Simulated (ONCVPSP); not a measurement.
# What one change does to a pseudopotential (Al, ONCV)

```json
{
 "Element": "aluminium",
 "Generator": "ONCVPSP 4.0.1",
 "Type": "optimised norm-conserving Vanderbilt (ONCV)",
 "Functional": "LDA (Perdew-Wang 92)",
 "Relativity": "scalar-relativistic",
 "Frozen core": "[Ne]",
 "Valence charge": "3",
 "Reference configuration": "3s1 3p2",
 "Partial waves": "3s: rc 1.55 bohr, ncon 4, nbas 7, qcut 4.9 1/bohr, local; 3p: rc 2.45 bohr, ncon 4, nbas 7, qcut 3 1/bohr, 3 projectors, debl 1.2 Ha",
 "Local potential": "the s channel",
 "Core correction": "Teter function, fcfact 5.25, rcfact 1.15"
}
```

Change: all radii but the core radius scaled by about 1.25 (s 1.94, p 3.06 bohr).

Cutoffs: the cutoffs (Ha) at which the residual kinetic energy of the hardest occupied pseudo-wave falls to 1 and 0.1 mHa per electron; they do not see the model core or the augmentation charge, which bear on the density cutoff. Errors are all-electron minus pseudo energies relative to the spin-unpolarised reference configuration.

How do hardness, ghosts and transferability respond?

The potential gets softer (10 Ha and 45 Ha → 6.7 Ha and 8.7 Ha); of the 4 tests that both files solve, the error grows in 3 and shrinks in 1 by more than 15 % and 0.3 meV (median size 2.3 → 5.9 meV); neither file shows a bound ghost. A larger radius leaves more room for a smooth pseudo-wave, so fewer plane waves are needed.

| quantity | base | changed |
| --- | --- | --- |
| cutoff, loose | 10 Ha | 6.7 Ha |
| cutoff, tight | 45 Ha | 8.7 Ha |
| loose cutoff by channel | s 10 Ha, p 2.2 Ha | s 6.7 Ha, p 2.2 Ha |
| bound ghosts | none | none |
| GHOST(+) flags under 300 eV | none | none |
| error for 3s2 3p1, meV [ΔE -5.15 eV] | +2.4 | +5.6 |
| error for 3s2 3p0, meV [ΔE 0.69 eV] | -0.1 | +1.6 |
| error for 3s1 3p0, meV [ΔE 20.06 eV] | +28 | +16 |
| error for 3s0 3p3, meV [ΔE 5.35 eV] | +2.2 | +6.1 |
| rms error of d²Exc/dni dnj with the model core, mHa | 2.06 | 2.22 |
